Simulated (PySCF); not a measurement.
Species: C10H11F.
Bonds: C1–C2, C2–C3 (aromatic), C3–C4 (aromatic), C4–F5, C4–C6 (aromatic), C6–C7 (aromatic), C7–C8 (aromatic), C7–C9, C9–C10, C10–C11, C2–C8 (aromatic), C6–C11. Hydrogens: H12, H13, H14 on C1; H15 on C3; H16 on C8; H17, H18 on C9; H19, H20 on C10; H21, H22 on C11.

The same species was optimised twice, with GFN2-xTB and with PBE0-D3(BJ)/def2-SVP (PySCF), and the same property calculations (PySCF, gas phase) were run on both structures.

```csv
coordinate,GFN2-xTB,PBE0-D3(BJ)/def2-SVP,change
C4–F5 (Å),1.354,1.336,-0.018
C2–C3 (Å),1.388,1.400,+0.012
C7–C8 (Å),1.379,1.391,+0.012
C2–C8 (Å),1.394,1.403,+0.009
C4–C6 (Å),1.378,1.386,+0.008
C6–C7 (Å),1.393,1.399,+0.006
C7–C9 (Å),1.501,1.507,+0.006
C3–C4 (Å),1.386,1.391,+0.005
C6–C11 (Å),1.498,1.502,+0.004
C1–C2 (Å),1.499,1.502,+0.003
C10–C11 (Å),1.537,1.540,+0.003
C9–C10 (Å),1.537,1.538,+0.001
F5–C4–C6 (°),120.1,119.6,-0.5
C8–C7–C9 (°),129.0,129.4,+0.4
C6–C7–C9 (°),109.9,109.5,-0.4
C1–C2–C8 (°),120.3,120.6,+0.3
C3–C4–F5 (°),118.9,119.3,+0.4
C3–C2–C8 (°),119.3,118.9,-0.4
C6–C11–C10 (°),102.9,102.6,-0.3
C7–C6–C11 (°),111.2,111.4,+0.2
```

Rotational constants: A = 1698, B = 984.1, C = 635.6 MHz (GFN2-xTB) against A = 1699, B = 972.7, C = 631.1 MHz (PBE0-D3(BJ)/def2-SVP). Point groups within 0.08 Å: C1 and C1.

On the GFN2-xTB structure: HOMO (eV) -6.75 [PBE0/pcSseg-1]; LUMO (eV) -0.08 [PBE0/pcSseg-1]; dipole (D) 1.81 [PBE0/pcSseg-1]; GIAO shielding of C1 (ppm) 163.0 [PBE0/pcSseg-1]; GIAO shielding of C2 (ppm) 42.7 [PBE0/pcSseg-1]; GIAO shielding of C3 (ppm) 67.6 [PBE0/pcSseg-1]; GIAO shielding of C4 (ppm) 17.5 [PBE0/pcSseg-1]; GIAO shielding of F5 (ppm) 294.4 [PBE0/pcSseg-1]; GIAO shielding of C6 (ppm) 54.8 [PBE0/pcSseg-1]; GIAO shielding of C7 (ppm) 33.3 [PBE0/pcSseg-1]; GIAO shielding of C8 (ppm) 61.6 [PBE0/pcSseg-1].

Task: What do these properties become on the PBE0-D3(BJ)/def2-SVP structure?

Result: 
```
                                    property          level  on GFN2-xTB  on PBE0-D3(BJ)/def2-SVP  change
                                   HOMO (eV)  PBE0/pcSseg-1        -6.75                    -6.71   +0.04
                                   LUMO (eV)  PBE0/pcSseg-1        -0.08                    -0.11   -0.03
                                  dipole (D)  PBE0/pcSseg-1         1.81                     1.68   -0.13
energy, GFN2-xTB geometry as zero (kcal/mol)  PBE0/pcSseg-1          0.0                     -0.3    -0.3
                  GIAO shielding of C1 (ppm)  PBE0/pcSseg-1        163.0                    161.3    -1.7
                  GIAO shielding of C2 (ppm)  PBE0/pcSseg-1         42.7                     40.7    -2.0
                  GIAO shielding of C3 (ppm)  PBE0/pcSseg-1         67.6                     65.7    -1.9
                  GIAO shielding of C4 (ppm)  PBE0/pcSseg-1         17.5                     17.8    +0.3
                  GIAO shielding of F5 (ppm)  PBE0/pcSseg-1        294.4                    296.0    +1.6
                  GIAO shielding of C6 (ppm)  PBE0/pcSseg-1         54.8                     52.9    -1.9
                  GIAO shielding of C7 (ppm)  PBE0/pcSseg-1         33.3                     31.5    -1.8
                  GIAO shielding of C8 (ppm)  PBE0/pcSseg-1         61.6                     59.5    -2.1
```

The heavy atoms differ by 0.014 Å rms after alignment. Among bonds between heavy atoms C4–F5 changes most (-0.018 Å). Changes are differences of the printed values. Neither structure is proved a minimum here.
